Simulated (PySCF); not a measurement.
A structure optimised at B3LYP-D3(BJ)/def2-SVP, used in a PySCF frequency run:

```
C
H 1 1.1025
H 1 1.1096 2 105.87
O 1 1.4199 2 107.34 3 -121.09
H 4 0.9671 1 108.35 2 178.96
Si 1 1.8650 2 109.63 3 118.74
F 6 1.6052 1 113.57 2 45.36
F 6 1.6078 7 107.33 1 125.35
F 6 1.6123 7 107.20 8 115.65
```
Charge 0, spin multiplicity 1.

Q: Write its SMILES and formula.

A: OC[Si](F)(F)F, CH3F3OSi

Q: What are its rotational constants (standard atomic weights)?

A: 3.8054, 2.0580, 2.0414 GHz
